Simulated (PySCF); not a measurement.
**Bond curve of AsH⁺**

Set-up: basis As def2-TZVPPD, H def2-TZVPPD; no relativity; PySCF 2.14. Energies in eV from As⁺ + H in their ground configurations at the same level. State: ²Π (doublet), unpaired electrons π ↑.

All columns are PBE0. A positive dipole points towards H; it is taken about the centre of mass and depends on that origin.

| R (Å) | E (eV) | μ (D) | Mulliken charge on As (basis-dependent) | HOMO (eV) | LUMO (eV) | Mayer bond order | ⟨S²⟩ |
| --- | --- | --- | --- | --- | --- | --- | --- |
| 1.321 | -2.546 | 0.91 | 0.78 | -15.08 | -12.54 | 0.71 | 0.75 |
| 1.382 | -2.852 | 0.88 | 0.78 | -15.05 | -12.52 | 0.75 | 0.75 |
| 1.444 | -3.029 | 0.85 | 0.79 | -15.03 | -12.49 | 0.79 | 0.75 |
| 1.490 | -3.094 | 0.83 | 0.79 | -15.01 | -12.48 | 0.81 | 0.75 |
| 1.536 | -3.114 | 0.82 | 0.80 | -14.99 | -12.46 | 0.83 | 0.75 |
| 1.582 | -3.095 | 0.81 | 0.80 | -14.98 | -12.45 | 0.85 | 0.75 |
| 1.643 | -3.025 | 0.81 | 0.80 | -14.96 | -12.43 | 0.87 | 0.75 |
| 1.720 | -2.880 | 0.81 | 0.80 | -14.94 | -12.41 | 0.89 | 0.75 |
| 1.812 | -2.650 | 0.83 | 0.80 | -14.91 | -12.39 | 0.90 | 0.76 |
| 1.935 | -2.287 | 0.88 | 0.79 | -14.88 | -12.36 | 0.91 | 0.76 |

A fit through these points gives, at Re = 1.535 Å, μ = 0.82 D and dμ/dR = -0.229 D/Å; the reduced mass is 0.9944 u.

How strong is the fundamental in the double-harmonic approximation, I = 42.26·(dμ/dR)²/μred km/mol?

I = 42.26·(-0.229)²/0.9944 = 2.23 km/mol at PBE0.

Spin–orbit coupling is left out. For an ion De counts to the pair picked by the measured ionisation energies or electron affinities, which need not be the lowest pair at this level. The state was picked by a PBE0 search and need not be the measured ground state.
